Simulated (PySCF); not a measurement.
Part of a log for `[NH3+][BH2-]B(O)O`: ground state, then the species with a core hole.

Computed, not measured: delta-SCF UKS SCAN, pcX-2 on the ionised atom, pcseg-1 elsewhere, spin-free X2C (PySCF). The program numbers atoms from 0. The cycles run on a coarse integration grid; for E(ground) and E(ion) the exchange–correlation energy is redone on a finer one, so they differ from the last cycle, and only they enter the binding energy.

Coordinates (Å, GFN2-xTB):
```
N     -1.569273     0.387213     0.214367
B     -0.377486    -0.125290    -0.817343
B      1.018965    -0.184113     0.145534
O      0.952617     0.338427     1.423955
O      2.271787    -0.666106    -0.174540
H     -1.125173     1.076651     0.810822
H     -2.363118     0.778543    -0.278401
H     -1.855969    -0.399846     0.782597
H     -0.332057     0.703384    -1.681350
H     -0.765025    -1.164558    -1.268407
H      1.799327     0.281321     1.871351
H      2.346603    -1.026311    -1.054613
```

```
ground state, core basis on atom 1 (B), 136 functions
  cycle   1  E = -259.21642782  |g| = 4.86e-02
  cycle   2  E = -259.21640544  |g| = 2.32e-02
  cycle   3  E = -259.21650171  |g| = 1.37e-02
  cycle   4  E = -259.21654873  |g| = 4.09e-03
  cycle   5  E = -259.21655254  |g| = 4.16e-04
  E(ground) = -259.23073102 Eh
hole in B 1s of atom 1
  cycle   1  E = -251.69733013  |g| = 1.17e+00
  cycle   2  E = -251.28520869  |g| = 1.36e+00
  cycle   3  E = -252.06441777  |g| = 3.13e-01
  cycle   4  E = -252.09374223  |g| = 2.00e-01
  ...
  cycle   8  E = -252.10954327  |g| = 3.74e-03
  cycle   9  E = -252.10954889  |g| = 1.27e-03
  cycle  10  E = -252.10955001  |g| = 4.44e-04
  E(ion) = -252.12389987 Eh   <S^2> = 0.7689   hole on atom = 1.000
```

Question: What is the B 1s binding energy of atom 1?

Answer: (-252.123900 − (-259.230731)) Eh × 27.2114 eV/Eh = 193.39 eV, for the four-coordinate boron.

```
ground state, core basis on atom 0 (N), 136 functions
  cycle   1  E = -259.07192061  |g| = 8.77e-01
  cycle   2  E = -258.88057161  |g| = 1.35e+00
  cycle   3  E = -259.23074124  |g| = 1.40e-01
  cycle   4  E = -259.23568629  |g| = 3.14e-02
  cycle   5  E = -259.23596507  |g| = 8.34e-03
  cycle   6  E = -259.23597890  |g| = 5.30e-03
  cycle   7  E = -259.23598482  |g| = 1.20e-03
  cycle   8  E = -259.23598390  |g| = 6.56e-04
  cycle   9  E = -259.23598548  |g| = 1.23e-04
  E(ground) = -259.24721475 Eh
hole in N 1s of atom 0
  cycle   1  E = -243.58103230  |g| = 1.85e+00
  cycle   2  E = -240.70099204  |g| = 2.62e+00
  cycle   3  E = -243.80521440  |g| = 1.01e+00
  cycle   4  E = -244.21182583  |g| = 3.39e-01
  ...
  cycle   8  E = -244.25571734  |g| = 5.00e-03
  cycle   9  E = -244.25573058  |g| = 1.09e-03
  cycle  10  E = -244.25573123  |g| = 3.38e-04
  E(ion) = -244.26673111 Eh   <S^2> = 0.7645   hole on atom = 1.000
```

Question: What is the N 1s binding energy of atom 0?

Answer: (-244.266731 − (-259.247215)) Eh × 27.2114 eV/Eh = 407.64 eV, for the nitrogen bonded to B and 3 H.

```
ground state, core basis on atom 2 (B), 136 functions
  cycle   1  E = -259.22202770  |g| = 5.45e-02
  cycle   2  E = -259.22193027  |g| = 4.11e-02
  cycle   3  E = -259.22222237  |g| = 1.92e-02
  cycle   4  E = -259.22228267  |g| = 6.87e-03
  cycle   5  E = -259.22229391  |g| = 9.08e-04
  cycle   6  E = -259.22229438  |g| = 3.36e-04
  E(ground) = -259.23579962 Eh
hole in B 1s of atom 2
  cycle   1  E = -251.63390563  |g| = 1.17e+00
  cycle   2  E = -250.42085288  |g| = 1.75e+00
  cycle   3  E = -251.92989697  |g| = 3.75e-01
  cycle   4  E = -252.01349094  |g| = 1.32e-01
  ...
  cycle   9  E = -252.02308332  |g| = 2.10e-03
  cycle  10  E = -252.02308603  |g| = 8.52e-04
  cycle  11  E = -252.02308624  |g| = 3.39e-04
  E(ion) = -252.03627122 Eh   <S^2> = 0.7699   hole on atom = 1.000
```

Question: What is the B 1s binding energy of atom 2?

Answer: (-252.036271 − (-259.235800)) Eh × 27.2114 eV/Eh = 195.91 eV, for the three-coordinate boron.

```
ground state, core basis on atom 3 (O), 136 functions
  cycle   1  E = -259.25358771  |g| = 9.92e-02
  cycle   2  E = -259.25289070  |g| = 7.62e-02
  cycle   3  E = -259.25331663  |g| = 5.71e-02
  cycle   4  E = -259.25385631  |g| = 5.82e-03
  cycle   5  E = -259.25386214  |g| = 6.75e-04
  cycle   6  E = -259.25386316  |g| = 1.21e-04
  E(ground) = -259.26360202 Eh
hole in O 1s of atom 3
  cycle   1  E = -238.66372883  |g| = 2.22e+00
  cycle   2  E = -237.97443373  |g| = 2.26e+00
  cycle   3  E = -239.36629838  |g| = 5.03e-01
  cycle   4  E = -239.41855831  |g| = 3.43e-01
  ...
  cycle   8  E = -239.46693285  |g| = 1.86e-03
  cycle   9  E = -239.46693506  |g| = 9.25e-04
  cycle  10  E = -239.46693481  |g| = 3.54e-04
  E(ion) = -239.47797036 Eh   <S^2> = 0.7613   hole on atom = 1.000
```

Question: What is the O 1s binding energy of atom 3?

Answer: (-239.477970 − (-259.263602)) Eh × 27.2114 eV/Eh = 538.39 eV, for the boron-bound oxygen.

The ground state is recomputed for each atom, because the flexible core basis sits on the ionised atom alone; energies of different blocks can't be mixed. The structure is a single GFN2-xTB conformer in the gas phase; no vibrational or solvent corrections.

The values belong to the conformer `[NH3+:1][BH2-:2][B:3]([OH:4])[OH:5]`: N1–B2–B3–O4 -8°, H–O4–B3–B2 -178°, H–O5–B3–B2 -1°.
Labels such as C1 count atoms from 1, the log's own numbers from 0.
